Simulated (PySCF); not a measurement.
# Correlation energy of Te (tellurium, neutral)

[Kr] 4d10 5s1 5p4 6s1, high-spin 5P determinant (an excited configuration). All numbers are calculated (PySCF 2.14, scalar relativity through the core potential, in aug-cc-pVTZ-PP with one added diffuse shell each of d, f type with ECP28MDF (6s5p5d3f, 67 functions)). Frozen: 4s2 4p6 4d10; 6 electrons correlated.

| level | correlation energy (mhartree) |
| --- | --- |
| CCSD | -106.65 |
| (T) | -10.36 |
| CCSD(T) | -117.01 |

Diagnostics: T1 = 0.026, D1 = 0.0691, largest double amplitude 0.196.

The outer electron is Rydberg-like, and this basis confines it to a smaller radius and binds it less than a complete one would. A double-excitation amplitude exceeds 0.15, a sign of near-degeneracy.

Cost of the coupled-cluster step: roughly 16 core-seconds, for 6 correlated electrons.

Iterations:

```
CC2 = 0
CCSD nocc = (np.int64(5), np.int64(1)), nmo = (58, 58)
frozen orbitals [[0, 1, 2, 3, 4, 5, 6, 7, 8], [0, 1, 2, 3, 4, 5, 6, 7, 8]]
max_cycle = 100
direct = 0
conv_tol = 1e-08
conv_tol_normt = 1e-06
diis_space = 8
diis_start_cycle = 0
Init t2, MP2 energy = -0.0809921435542175
Init E_corr(UCCSD) = -0.0809921435692647
cycle = 1  E_corr(UCCSD) = -0.101697114911429  dE = -0.0207049713  norm(t1,t2) = 0.405296
cycle = 2  E_corr(UCCSD) = -0.123853688497925  dE = -0.0221565736  norm(t1,t2) = 1.02607
cycle = 3  E_corr(UCCSD) = -0.0936360816651129  dE = 0.0302176068  norm(t1,t2) = 2.45979
cycle = 4  E_corr(UCCSD) = -0.102386129268957  dE = -0.0087500476  norm(t1,t2) = 0.232315
cycle = 5  E_corr(UCCSD) = -0.106161589674377  dE = -0.00377546041  norm(t1,t2) = 0.216036
cycle = 6  E_corr(UCCSD) = -0.106017735244749  dE = 0.00014385443  norm(t1,t2) = 0.0999219
cycle = 7  E_corr(UCCSD) = -0.105467617441033  dE = 0.000550117804  norm(t1,t2) = 0.045419
cycle = 8  E_corr(UCCSD) = -0.106579394410927  dE = -0.00111177697  norm(t1,t2) = 0.0158101
cycle = 9  E_corr(UCCSD) = -0.106555895416775  dE = 2.34989942e-05  norm(t1,t2) = 0.0367592
cycle = 10  E_corr(UCCSD) = -0.106676236710603  dE = -0.000120341294  norm(t1,t2) = 0.00838462
cycle = 11  E_corr(UCCSD) = -0.106625304988259  dE = 5.09317223e-05  norm(t1,t2) = 0.00631084
cycle = 12  E_corr(UCCSD) = -0.106635576358578  dE = -1.02713703e-05  norm(t1,t2) = 0.000548028
cycle = 13  E_corr(UCCSD) = -0.106642351005927  dE = -6.77464735e-06  norm(t1,t2) = 0.000346323
cycle = 14  E_corr(UCCSD) = -0.106648241577963  dE = -5.89057204e-06  norm(t1,t2) = 0.000187066
cycle = 15  E_corr(UCCSD) = -0.106648013484872  dE = 2.28093092e-07  norm(t1,t2) = 5.79628e-05
cycle = 16  E_corr(UCCSD) = -0.106647858452763  dE = 1.55032108e-07  norm(t1,t2) = 2.70378e-05
cycle = 17  E_corr(UCCSD) = -0.106647724700577  dE = 1.33752186e-07  norm(t1,t2) = 9.87351e-06
cycle = 18  E_corr(UCCSD) = -0.106647907910279  dE = -1.83209701e-07  norm(t1,t2) = 4.57365e-06
cycle = 19  E_corr(UCCSD) = -0.106648015959505  dE = -1.08049227e-07  norm(t1,t2) = 2.8269e-06
cycle = 20  E_corr(UCCSD) = -0.106648051896913  dE = -3.59374076e-08  norm(t1,t2) = 2.72747e-06
cycle = 21  E_corr(UCCSD) = -0.106648023267416  dE = 2.86294967e-08  norm(t1,t2) = 2.80613e-06
cycle = 22  E_corr(UCCSD) = -0.106648014864957  dE = 8.40245941e-09  norm(t1,t2) = 2.60273e-06
cycle = 23  E_corr(UCCSD) = -0.106647995355731  dE = 1.95092258e-08  norm(t1,t2) = 2.56053e-06
cycle = 24  E_corr(UCCSD) = -0.106648040341778  dE = -4.49860476e-08  norm(t1,t2) = 2.76002e-06
cycle = 25  E_corr(UCCSD) = -0.106648055654186  dE = -1.53124075e-08  norm(t1,t2) = 2.32015e-06
cycle = 26  E_corr(UCCSD) = -0.106648059060412  dE = -3.40622575e-09  norm(t1,t2) = 2.16513e-06
cycle = 27  E_corr(UCCSD) = -0.106648055905351  dE = 3.15506087e-09  norm(t1,t2) = 2.25069e-06
cycle = 28  E_corr(UCCSD) = -0.106648047309876  dE = 8.59547473e-09  norm(t1,t2) = 2.07826e-06
cycle = 29  E_corr(UCCSD) = -0.106648052482699  dE = -5.17282253e-09  norm(t1,t2) = 1.60477e-06
cycle = 30  E_corr(UCCSD) = -0.106648112111012  dE = -5.96283133e-08  norm(t1,t2) = 1.18967e-06
cycle = 31  E_corr(UCCSD) = -0.106648115290568  dE = -3.1795563e-09  norm(t1,t2) = 6.02011e-07
UCCSD converged
E(UCCSD) = -266.600407829939  E_corr = -0.1066481152905681
UCCSD(T) correction = -0.0103553850446165
```
